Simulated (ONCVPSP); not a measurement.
# Reading a pseudo-wave (gallium)

Columns: radius, all-electron u(r) and pseudo u(r) of the 4s shell (level -16.33 eV) of gallium in the configuration [Ar] 3d10 4s2; PBE, scalar-relativistic, ONCV scheme, ONCVPSP 4.0.1.

| r (bohr) | all-electron | pseudo |
| --- | --- | --- |
| 0.090 | 0.1080 | 0.0114 |
| 0.180 | 0.1779 | 0.0232 |
| 0.270 | -0.0285 | 0.0368 |
| 0.360 | -0.2301 | 0.0551 |
| 0.450 | -0.3261 | 0.0809 |
| 0.540 | -0.3185 | 0.1155 |
| 0.630 | -0.2404 | 0.1581 |
| 0.720 | -0.1236 | 0.2061 |
| 0.810 | 0.0080 | 0.2574 |
| 0.900 | 0.1395 | 0.3111 |
| 0.990 | 0.2620 | 0.3678 |
| 1.080 | 0.3711 | 0.4279 |
| 1.170 | 0.4649 | 0.4904 |
| 1.260 | 0.5430 | 0.5520 |
| 1.350 | 0.6061 | 0.6083 |
| 1.440 | 0.6553 | 0.6557 |
| 1.530 | 0.6921 | 0.6921 |
| 1.620 | 0.7177 | 0.7177 |
| 1.710 | 0.7337 | 0.7337 |
| 1.800 | 0.7412 | 0.7412 |
| 1.890 | 0.7416 | 0.7416 |
| 1.980 | 0.7358 | 0.7358 |
| 2.070 | 0.7250 | 0.7250 |
| 2.160 | 0.7099 | 0.7099 |
| 2.250 | 0.6915 | 0.6915 |
| 2.340 | 0.6703 | 0.6703 |

**Question.** How many radial nodes do the two functions have?

**Answer.** The all-electron 4s function has n − l − 1 = 3 (the table is too coarse to show those close to the nucleus); the pseudo-wave has 0, since the states of the same l below it are removed with the core.

**Question.** At about which radius was the pseudo-wave matched?

**Answer.** 1.65 bohr. The columns agree to 0.0005 from 1.44 bohr on; several derivatives are matched, so the curves merge somewhat inside the radius.

**Question.** Where does each function peak?

**Answer.** Outermost all-electron maximum near 1.89 bohr, pseudo maximum near 1.89 bohr (to the table’s step).

**Question.** Is the pseudo-wave norm-conserving?

**Answer.** Yes: the ONCV scheme keeps the norm inside the radius equal to the all-electron one, which fixes the energy derivative of the logarithmic derivative at the level.
